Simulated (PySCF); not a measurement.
## Potential energy of Be₂ along the bond

Set-up: PySCF, no relativity, basis sets Be def2-TZVP. Energies in eV from Be + Be in their ground configurations at the same level. All curves are PBE0. state 1: singlet, closed shell; state 2: triplet, unpaired electrons σ ↑↑, a second solution, started from another occupation; state 3: Ms = 0 determinant of mixed spin (⟨S²⟩ near 1.1), unpaired electrons σ ↑, π ↓, a second solution, started from another occupation.

```csv
R (Å),state 1,state 2,state 3
2.171,-0.1304,0.1982,0.7117
2.272,-0.2150,0.2362,0.8284
2.373,-0.2596,0.3170,0.9753
2.448,-0.2746,0.3974,1.0981
2.524,-0.2783,0.4901,1.2277
2.600,-0.2740,0.5916,1.3610
2.701,-0.2599,0.7360,1.5408
2.827,-0.2346,0.9237,1.7633
2.978,-0.2001,1.1505,2.0201
3.180,-0.1555,1.4431,2.3369
```

Problem. Put a parabola through the three lowest points of the state 1 curve and estimate Re, k and ωe (reduced mass 4.506 u; 1 eV/Å² = 0.16022 mdyn/Å; ωe = 1302.8·√(k/μ) cm⁻¹).

Solution. Through R = 2.448, 2.524, 2.6 Å the second-order coefficient is 0.693 eV/Å², so Re ≈ 2.521 Å, k ≈ 0.222 mdyn/Å and ωe ≈ 289 cm⁻¹. A polynomial fit of higher order to the unrounded PBE0 energies gives Re = 2.517 Å, k = 0.231 mdyn/Å, ωe = 295 cm⁻¹; anharmonicity and rounding make the difference.

The higher-order fit for each curve: state 1: Re = 2.517 Å, ωe = 295 cm⁻¹, De = 0.278 eV. State 2 gave no clean fit. State 3 gave no clean fit.

Closed-shell solutions of metal pairs were not tested for spin polarisation, which can lower them a little. The bond is weak. Basis-set superposition, not corrected here, can be much of De in a small basis, most of all at correlated wavefunction levels. Functionals without a dispersion term scatter widely for such bonds, and LDA overbinds them.
